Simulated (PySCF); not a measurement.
C₂H₃F₃O.

```xyz
9

C     -0.0264     1.9368     0.0000
O     -0.7551     0.7218     0.0000
C     -0.0341    -0.4006     0.0000
F      0.7616    -0.4951     1.0727
F     -0.8599    -1.4284     0.0000
F      0.7616    -0.4951    -1.0727
H      0.6020     2.0180    -0.8999
H      0.6020     2.0180     0.8999
H     -0.7706     2.7408     0.0000
```
Charge 0, spin multiplicity 1.

The structure is a stationary point at PBE0-D3(BJ)/def2-SVP.

These are B3LYP/pcSseg-1 (PySCF) values and carry that method's errors. Non-relativistic, no solvent.

Problem. Give the absolute GIAO shielding of each atom: isotropic value and principal components (ppm). (The exact figures need the calculation; the answer reports its results.)

Solution. 
```
atom  σ(iso)    σ11    σ22    σ33   span
----  ------  -----  -----  -----  -----
C1     126.1   97.1  102.0  179.2   82.2
O2     238.5  181.9  221.8  311.9  130.1
C3      48.7   41.5   44.1   60.6   19.1
F4     256.3  163.7  240.6  364.5  200.8
F5     248.8  179.3  214.0  353.0  173.7
F6     256.3  163.7  240.6  364.5  200.8
H7      27.7   23.6   26.0   33.6   10.0
H8      27.7   23.6   26.0   33.6   10.0
H9      27.7   24.0   25.5   33.6    9.6
```
